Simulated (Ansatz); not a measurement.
TaSi₃NO₃H₁₀⁻, that is Ta(NH)(OSiH3)3 with one electron more. Charge -1, multiplicity 2. Geometry PBE-D4/def2-SVP, that of the neutral singlet; atoms count from 1.

```xyz
18

Ta   -0.0403   -0.0495    0.0824
N    -0.7142   -0.8095    1.5507
H    -1.0995   -1.2441    2.3890
O     1.8650    0.1357    0.3140
Si    3.3235    0.0073    1.1482
H     3.1277   -0.7677    2.4239
H     3.8280    1.3872    1.4714
H     4.3242   -0.6991    0.2753
O    -0.8652    1.6787   -0.1409
Si   -1.8987    2.9466    0.2640
H    -2.6454    2.6245    1.5296
H    -2.8756    3.1578   -0.8587
H    -1.0852    4.1952    0.4608
O    -0.4319   -1.1858   -1.4253
Si   -1.0644   -2.5449   -2.1950
H    -1.7546   -3.4335   -1.1965
H     0.0565   -3.2993   -2.8538
H    -2.0499   -2.0995   -3.2391
```

In the def2 sets Ta takes a core potential; there is no spin–orbit coupling. The highest occupied level of the charge -1 doublet lies above zero (up to 1.50 eV). By energy differences it is unbound by 0.39 eV (vertical, to the charge 0 singlet, at PBE0-D4/def2-TZVPD) and held by the finite basis.

Problem. Estimate the Mulliken populations from the PBE0/def2-TZVPD orbitals of Ansatz.

Solution. 
```tsv
atom	charge (e)	spin (α − β)	d electrons
Ta1	-0.47	2.34	2.46
N2	-0.41	-0.11	–
H3	0.08	-0.02	–
O4	0.11	-0.58	–
Si5	-0.10	0.20	–
H6	-0.03	0.00	–
H7	-0.02	-0.01	–
H8	-0.02	-0.01	–
O9	0.10	-0.57	–
Si10	-0.10	0.20	–
H11	-0.03	0.00	–
H12	-0.02	-0.01	–
H13	-0.02	-0.01	–
O14	0.11	-0.58	–
Si15	-0.10	0.20	–
H16	-0.03	0.00	–
H17	-0.02	-0.01	–
H18	-0.02	-0.01	–
```
Mulliken values and Mayer orders depend strongly on the basis. With diffuse functions, as here, like atoms can get unlike values, and bond orders can come out too low or too high.

Problem. Where does the spin sit?

Solution. Summed by element: Ta 2.34, N -0.11, H -0.09, O -1.73, Si 0.59, of 1 unpaired in all. Largest on single atoms: Ta1 2.34, O14 -0.58, O4 -0.58.

Problem. And the Mayer bond orders between bonded heavy atoms (over 0.3)?

Solution. Ta1–N2 1.75 (1.79 Å); O4–Si5 0.76 (1.69 Å); O9–Si10 0.76 (1.69 Å); O14–Si15 0.76 (1.69 Å). Values over 0.3 also appear between atoms too far apart for a bond (Ta1–Si5 0.79 at 3.53 Å; Ta1–Si10 0.79 at 3.53 Å; Ta1–Si15 0.79 at 3.53 Å; O4–O9 0.71 at 3.17 Å; O4–O14 0.72 at 3.17 Å; O9–O14 0.72 at 3.17 Å); they arise where an orbital or an unpaired electron spreads over both atoms.
